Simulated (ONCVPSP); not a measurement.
Transferability test, ONCV potential for Sc (Z = 21)

* Element: Sc
* Generator: ONCVPSP 4.0.1
* Type: optimised norm-conserving Vanderbilt (ONCV)
* Functional: PBE
* Relativity: scalar-relativistic
* Frozen core: [Ne]
* Valence charge: 11
* Reference configuration: 3s2 3p6 3d1 4s1 4p1
* Partial waves: 3s+4s: rc 2.10 bohr, ncon 4, nbas 9, qcut 5.9 1/bohr, 2 projectors; 3p+4p: rc 2.20 bohr, ncon 4, nbas 7, qcut 5.8 1/bohr, 2 projectors; 3d: rc 1.30 bohr, ncon 4, nbas 9, qcut 7.8 1/bohr, 2 projectors, debl 3 Ha
* Local potential: polynomial inside 1.05 bohr (lpopt 5, dvloc0 3 Ha)
* Core correction: none

Energies are relative to the spin-unpolarised reference configuration 3s2 3p6 3d1 4s1 4p1; without spin polarisation the order of configurations can differ from experiment.

```json
{"valence configuration": "3s2 3p6 3d1 4s1 4p0", "charge": "+1", "ΔE all-electron (eV)": "4.118", "error AE − PS (meV)": "-0.2"}
{"valence configuration": "3s2 3p6 3d1 4s1.5 4p0", "charge": "+0.5", "ΔE all-electron (eV)": "-0.025", "error AE − PS (meV)": "-0.1"}
```

Task: What are ΔE and the potential's error for 3s2 3p6 3d1 4s2 4p0?

Result: ΔE = -2.779 eV all-electron; the error (AE − PS) is -0.1 meV.

Task: What are ΔE and the potential's error for 3s2 3p6 3d1 4s0 4p0?

Result: ΔE = 16.885 eV all-electron; the error (AE − PS) is -2.3 meV.
